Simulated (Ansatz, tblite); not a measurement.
Removing an electron: BPH₃F₃ (relaxed from a model of B(PH3)F3, whose bonding it doesn't keep). Total charge 0; singlet. Geometry: PBE-D4/def2-SVP. Ansatz, gas phase; energy differences of separate SCF runs; the oxidised species was run as a doublet alone.

Cartesian coordinates in Å:
```
B 1.544 -0.272 -0.420
P -1.082 0.187 0.295
H -1.501 1.457 0.815
H -1.740 -0.587 1.309
H -2.151 0.083 -0.656
F 2.026 -0.054 0.804
F 1.578 0.710 -1.321
F 1.327 -1.524 -0.824
```

The xTB rows come from tblite. In the singlet geometry the species has come apart into loosely held pieces. In the doublet geometry the species has come apart into loosely held pieces.

```
              level  −HOMO (eV)  vertical IE (eV)  −LUMO (eV)  HOMO–LUMO gap (eV)
           GFN1-xTB       12.34             16.40        6.09                6.26
   PBE-D4/def2-TZVP        7.35             10.82        0.71                6.65
r2SCAN-D4/def2-TZVP        7.62             10.85        0.42                7.20
```

Task: Estimate the rows for GFN2-xTB, PBE0-D4/def2-TZVP.

Result: 
| level | −HOMO (eV) | vertical IE (eV) | −LUMO (eV) | HOMO–LUMO gap (eV) |
| --- | --- | --- | --- | --- |
| GFN2-xTB | 11.82 | 15.10 | 6.16 | 5.66 |
| PBE0-D4/def2-TZVP | 8.58 | 10.98 | -0.23 | 8.80 |

Relaxing the oxidised species (PBE-D4/def2-SVP) changes its energy by -1.15 eV at PBE-D4/def2-TZVP, so the adiabatic ionisation energy to this nearest minimum is 9.67 eV. At PBE0-D4/def2-TZVP it is 9.70 eV.    Raw xTB energy differences between charge states are shifted by several eV; the methods need an empirical correction for them.
